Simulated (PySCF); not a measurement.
# Name the molecule from its bond curve

A diatomic of charge 0 contains Sn. Its triplet curve at PBEsol in a double-zeta basis (scalar-relativistic core potentials, PySCF), in eV from the separated fragments:

```csv
R (Å),E (eV)
2.731,-1.141
2.857,-1.415
2.985,-1.553
3.080,-1.594
3.175,-1.596
3.270,-1.569
3.397,-1.500
3.556,-1.384
3.747,-1.222
4.000,-1.003
```

The fit gives ωe = 140 cm⁻¹ and the rotational constant Bₑ = 0.03391 cm⁻¹.

Question: Which atom is the partner?

Answer: The minimum lies at 3.131 Å, so the reduced mass is 16.8576 u Å² cm⁻¹/(Bₑ·Re²) = 50.71 u. With Sn at 119.90 u the partner weighs about 87.9 u: Sr. The molecule is SrSn.

Spin–orbit coupling is left out. The state is the lowest determinant that a PBE0 search found; another state may lie lower at other levels.
